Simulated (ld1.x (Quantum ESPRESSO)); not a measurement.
Cutoff test, Hf, TM

* Element: hafnium (Hf)
* Generator: ld1.x (Quantum ESPRESSO) 7.5
* Type: norm-conserving Troullier–Martins (Kleinman–Bylander form)
* Functional: LDA (PZ)
* Relativity: fully relativistic
* Frozen core: [Kr] 4d10 4f14
* Valence charge: 12
* Reference configuration: 5s2 5p6 5d2 6s1.5 6p0.5
* Partial waves: 5s (bound): rc 1.15 bohr; 5p (bound): rc 1.75 bohr; 5d (bound): rc 3.10 bohr
* Local potential: all-electron potential smoothed inside 2.70 bohr (lloc = -2)
* Core correction: none

Open shells are filled in proportion to 2j + 1 (rel_dist='average').

Occupied shells without a wave of their own: 6p, 6s. They enter only through the test configuration that unscreens the potential.

The pseudo-atom Hamiltonian at the reference potential is diagonalised in spherical Bessel functions j_l(qr) that vanish at 20 bohr, with q² up to the cutoff. All-electron valence levels (Ry): 5s -4.9805, 6s -0.4224, 5p1/2 -3.0933, 6p1/2 -0.1584, 5p3/2 -2.5166, 6p3/2 -0.1267, 5d3/2 -0.2780, 5d5/2 -0.2434.

Question: How do the lowest levels (Ry) of each channel move with the cutoff, and are there ghosts?

Answer:

```csv
cutoff (Ry),s #1,s #2,s #3,p1/2 #1,p1/2 #2,p3/2 #1,p3/2 #2,d3/2 #1,d5/2 #1,d5/2 #2,f #1,Σ f·Δε (mRy)
8,-4.1544,-0.3313,-0.0086,-2.4479,-0.1140,-2.1816,-0.1014,-0.1347,-0.1256,0.0459,0.0906,4579.8
15,-4.3044,-0.3358,-0.0091,-3.0556,-0.1372,-2.4940,-0.1150,-0.2629,-0.2323,0.0396,0.0906,1569.2
30,-4.8588,-0.3505,-0.0109,-3.0864,-0.1379,-2.5089,-0.1154,-0.2778,-0.2432,0.0392,0.0906,292.2
45,-4.9306,-0.3521,-0.0111,-3.0928,-0.1381,-2.5160,-0.1156,-0.2779,-0.2433,0.0391,0.0906,104.8
70,-4.9568,-0.3526,-0.0112,-3.0932,-0.1381,-2.5164,-0.1156,-0.2779,-0.2433,0.0391,0.0906,49.2
100,-4.9779,-0.3530,-0.0112,-3.0933,-0.1381,-2.5166,-0.1156,-0.2779,-0.2433,0.0391,0.0906,5.4
160,-4.9799,-0.3530,-0.0112,-3.0933,-0.1381,-2.5166,-0.1156,-0.2779,-0.2433,0.0391,0.0906,1.4
230,-4.9805,-0.3530,-0.0112,-3.0933,-0.1381,-2.5166,-0.1156,-0.2779,-0.2433,0.0391,0.0906,0.1
400,-4.9806,-0.3530,-0.0112,-3.0933,-0.1381,-2.5166,-0.1156,-0.2779,-0.2433,0.0391,0.0906,0.0
```

Result: no extra level below or beside the all-electron valence levels (s, p1/2, p3/2, d3/2, d5/2, f tested); 10 mRy is reached at 100 Ry and 1 mRy at 180 Ry.

The potential misses its own reference levels by up to 0.9 eV. Its largest configuration-test error is +3219 meV.
